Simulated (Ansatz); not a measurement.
Cartesian coordinates in Å:
```
C 1.702 -0.567 2.308
C 0.844 -1.461 1.424
C 0.126 -2.507 2.264
C -0.162 -0.665 0.594
C 0.471 0.297 -0.398
C -0.485 1.018 -1.361
C -1.513 1.840 -0.586
C 0.347 1.958 -2.229
C -1.205 0.022 -2.266
H 2.295 0.141 1.727
H 2.394 -1.161 2.910
H 1.074 0.008 2.996
H 1.509 -1.986 0.724
H -0.553 -2.029 2.977
H -0.468 -3.180 1.640
H 0.833 -3.114 2.836
H -0.800 -1.378 0.059
H -0.821 -0.120 1.280
H 1.033 1.063 0.146
H 1.208 -0.251 -0.999
H -2.139 2.418 -1.272
H -1.023 2.543 0.093
H -2.175 1.204 0.007
H 1.098 1.404 -2.799
H 0.869 2.699 -1.617
H -0.285 2.497 -2.942
H -0.489 -0.594 -2.818
H -1.826 0.547 -2.997
H -1.859 -0.645 -1.700
```

Total charge 0; spin multiplicity 1.

(1) List the B3LYP/def2-TZVPP orbital energies in eV (Ansatz). (Best estimate.)

Answers

(1) Computed: Occupied: -276.94, -276.73, -276.43, -276.42, -276.33, -276.33, -276.31, -276.31, -276.31, -22.70, -21.89, -19.66, -18.65, -18.64, -18.57, -17.13, -15.20, -14.42, -12.92, -12.54, -12.31, -12.03, -11.57, -11.47, -10.99, -10.59, -10.41, -10.22, -9.91, -9.77, -9.47, -9.34, -9.07, -8.82, -8.59, -8.42, -8.24. Lowest empty: 0.70, 1.18, 1.56, 1.66, 2.20, 2.27, 2.31, 2.53.

B3LYP here is the variant with VWN-RPA as its local correlation; programs differ in this.
